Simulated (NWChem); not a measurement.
CH2F2O2Si; SMILES O=C[Si](O)(F)F

```xyz
8

O     -0.3106     2.2077     0.0244
C      0.5751     1.3729     0.1551
Si     0.0234    -0.4631    -0.0208
O     -1.5929    -0.3813    -0.3169
F      0.8192    -1.2146    -1.2190
F      0.3491    -1.3167     1.3204
H      1.6398     1.6946     0.3652
H     -1.8659     0.5611    -0.3298
```
Atoms are numbered in this order, from 1.

Results from NWChem. Pople sets run with spherical d functions. Structure relaxed at the PBE-D3(BJ)/def2-SVP level. Level: M06-2X/6-31G* with SMD (1 M gas to 1 M solution), gas-phase geometry. Reactions with the solvent are ignored.

### Question
Order these by “dipole in solution (D)”, lowest first: chloroform; cyclohexanone; water; benzene.

### Answer
benzene (2.06), chloroform (2.18), cyclohexanone (2.25), water (2.34)
